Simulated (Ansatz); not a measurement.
`CC(C)[O][Sn]([Cl])([Cl])[O]C(C)C`, charge 0, multiplicity 1.

(1) Give a relaxed structure at PBE0-D4/def2-TZVP (Ansatz). (Best estimate.)

## Answers

(1) The calculation gave: 
```xyz
25

C    -2.488   -1.629    2.042
C    -1.460   -1.633    0.932
C    -2.028   -1.148   -0.386
O    -0.395   -0.777    1.353
Sn    1.435   -0.995    0.761
Cl    1.501   -2.654   -0.850
Cl    2.770   -1.565    2.531
O     2.156    0.647    0.046
C     1.491    1.317   -1.030
C     2.554    2.072   -1.796
C     0.407    2.226   -0.488
H    -3.327   -2.281    1.789
H    -2.045   -1.977    2.976
H    -2.869   -0.617    2.198
H    -1.087   -2.657    0.800
H    -1.269   -1.170   -1.173
H    -2.395   -0.124   -0.284
H    -2.857   -1.783   -0.707
H     1.036    0.578   -1.707
H     2.112    2.606   -2.641
H     3.314    1.387   -2.175
H     3.040    2.799   -1.141
H    -0.334    1.659    0.080
H    -0.107    2.741   -1.304
H     0.846    2.976    0.174
```
This is one stationary point; other conformers may exist.
